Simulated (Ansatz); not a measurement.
Input:

```yaml
accuracy: low
crystal:
  lattice:
    - [7.683475, 0.0, 0.0]
    - [0.0, 7.683475, 0.0]
    - [0.0, 0.0, 7.683475]
  atoms:
    - { symbol: C, position: [0.2261333, 0.1813779, 0.3494423] }
    - { symbol: H, position: [0.355481, 0.2369567, 0.3323296] }
    - { symbol: H, position: [0.1980786, 0.1686675, 0.4878766] }
    - { symbol: H, position: [0.2211424, 0.0535305, 0.2882636] }
    - { symbol: H, position: [0.1298312, 0.2663568, 0.2892994] }
    - { symbol: C, position: [0.1715192, 0.0075389, 0.7063769] }
    - { symbol: H, position: [0.1085693, 0.0226639, 0.8325563] }
    - { symbol: H, position: [0.2235932, -0.1238804, 0.6949768] }
    - { symbol: H, position: [0.2771654, 0.1014278, 0.6946961] }
    - { symbol: H, position: [0.0767489, 0.0299442, 0.6032785] }
    - { symbol: C, position: [0.8471027, 0.6127646, 0.050033] }
    - { symbol: H, position: [0.815058, 0.6950401, 0.161013] }
    - { symbol: H, position: [0.737872, 0.5268374, 0.0217865] }
    - { symbol: H, position: [0.9617821, 0.535037, 0.0803602] }
    - { symbol: H, position: [0.8736987, 0.694144, -0.0630278] }
    - { symbol: C, position: [0.667715, 0.3729838, 0.2922638] }
    - { symbol: H, position: [0.5950733, 0.4732617, 0.2231249] }
    - { symbol: H, position: [0.7291722, 0.429639, 0.4068322] }
    - { symbol: H, position: [0.7673833, 0.3193914, 0.2067841] }
    - { symbol: H, position: [0.5792314, 0.2696431, 0.3323143] }
    - { symbol: C, position: [0.3136048, 0.7486902, 0.2049156] }
    - { symbol: H, position: [0.4514961, 0.7744605, 0.1840688] }
    - { symbol: H, position: [0.2804681, 0.7752969, 0.340218] }
    - { symbol: H, position: [0.2859068, 0.6127902, 0.1753064] }
    - { symbol: H, position: [0.2365483, 0.8322132, 0.1200693] }
    - { symbol: C, position: [0.9019711, 0.7164486, 0.4485996] }
    - { symbol: H, position: [0.9967276, 0.6961268, 0.3450578] }
    - { symbol: H, position: [0.9202098, 0.8454035, 0.5047304] }
    - { symbol: H, position: [0.9200438, 0.6181207, 0.5491864] }
    - { symbol: H, position: [0.770903, 0.7061433, 0.395424] }
    - { symbol: C, position: [0.2832794, 0.4906046, 0.6034956] }
    - { symbol: H, position: [0.2352795, 0.4193977, 0.4906316] }
    - { symbol: H, position: [0.1768181, 0.5637871, 0.662002] }
    - { symbol: H, position: [0.3855078, 0.5801399, 0.5629312] }
    - { symbol: H, position: [0.3355123, 0.3990937, 0.6984175] }
    - { symbol: C, position: [0.5670032, 0.042971, 0.5423687] }
    - { symbol: H, position: [0.5930052, 0.1814533, 0.5262678] }
    - { symbol: H, position: [0.5387274, 0.015712, 0.6786408] }
    - { symbol: H, position: [0.6806984, -0.0314981, 0.5018662] }
    - { symbol: H, position: [0.455582, 0.0062169, 0.4626998] }
basis:
  ecutwfc: 420.0
kpoints:
  mp_grid: { grid: [1, 1, 1] }
hamiltonian:
  xc: pbe
scf:
  occupations: { method: fermi_dirac, width: 0.02 }
  lower_state_search: "off"
relax:
  f_tol: 0.3
  max_steps: 15
  adjacent_minimum: "off"
```

Launched with:

```bash
$ ansatz run input.yaml --threads 1 --pin off --max-ram 3072MiB --backend cpu --events-out ev --progress --plain --runs-dir out
```

Hardware: 1 thread of Arm Neoverse V1, on a shared host.

Task: Roughly how long does this run take, and how much memory?

Result: 21 s, with a peak of 0.41 GiB, for 8 ionic steps.
